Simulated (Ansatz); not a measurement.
Species: C5H7Si, charge -1, multiplicity 1. It need not be the lowest isomer of its formula. Whether it binds its extra electron was not tested at this geometry. 
Coordinates optimised at B3LYP-D3(BJ)/def2-TZVP (Ansatz, an electronic-structure program):
```xyz
13

Si     2.1901    -0.3153     0.1458
C      0.3077     0.0463     0.0680
C     -0.5584     0.6020     0.9553
C     -1.9877     0.4702     0.4953
C     -1.8377    -0.2516    -0.8160
C     -0.5324    -0.4857    -1.0305
H      2.5488     0.3359    -1.1978
H      2.6077     0.8670     1.0288
H     -0.2835     1.0980     1.8774
H     -2.6192    -0.0956     1.1985
H     -2.4807     1.4457     0.3679
H     -2.6649    -0.5258    -1.4586
H     -0.1182    -0.9984    -1.8909
```
Charge -1, spin multiplicity 1.

Basis-set convergence of Hartree-Fock and MP2 correlation energies (hartree) with Ansatz. Valence correlation only, unless marked. Spin-orbit coupling is left out. No relativistic terms.

The Hartree-Fock reference is unstable (checked in the largest basis), which strains HF and MP2. 

```
basis            functions       E(HF)  E(corr, MP2)
---------------  ---------  ----------  ------------
aug-cc-pV(D+d)Z        210  -482.30462      -0.80761
aug-cc-pV(T+d)Z        446         ___           ___
```

Problem. Some entries are withheld; supply them.

Solution. 
- aug-cc-pV(T+d)Z, E(HF): -482.35788
- aug-cc-pV(T+d)Z, E(corr, MP2): -0.95832
